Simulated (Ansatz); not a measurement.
The cluster LaCu₄. Total charge 0; doublet. Geometry r2SCAN-D4/def2-SVP; atoms count from 1.

Cartesian coordinates in Å:
```
La 1.386 0.834 0.769
Cu -0.891 0.749 -0.831
Cu -1.249 0.311 1.453
Cu 0.943 -0.495 -1.623
Cu -0.189 -1.399 0.232
```

In the def2 sets La takes a core potential; there is no spin–orbit coupling. The structure comes from a short search, and lower isomers may exist.

Question: Estimate the Mulliken populations from the PBE0/def2-TZVP orbitals of Ansatz.

Answer: 
```csv
atom,charge (e),spin (α − β),d electrons
La1,0.35,0.80,1.90
Cu2,-0.07,0.04,9.82
Cu3,-0.10,0.06,9.84
Cu4,-0.10,0.06,9.84
Cu5,-0.07,0.04,9.82
```
Mulliken values depend strongly on the basis.

Question: Where does the spin sit?

Answer: Summed by element: La 0.80, Cu 0.20, of 1 unpaired in all. Largest on single atoms: La1 0.80, Cu3 0.06, Cu4 0.06.

Question: And the Mayer bond orders between heavy atoms (over 0.3)?

Answer: La1–Cu2 0.72 (2.78 Å); La1–Cu3 0.78 (2.77 Å); La1–Cu4 0.78 (2.77 Å); La1–Cu5 0.72 (2.78 Å); Cu2–Cu3 0.37 (2.35 Å); Cu2–Cu4 0.37 (2.35 Å); Cu3–Cu5 0.37 (2.35 Å); Cu4–Cu5 0.37 (2.35 Å).
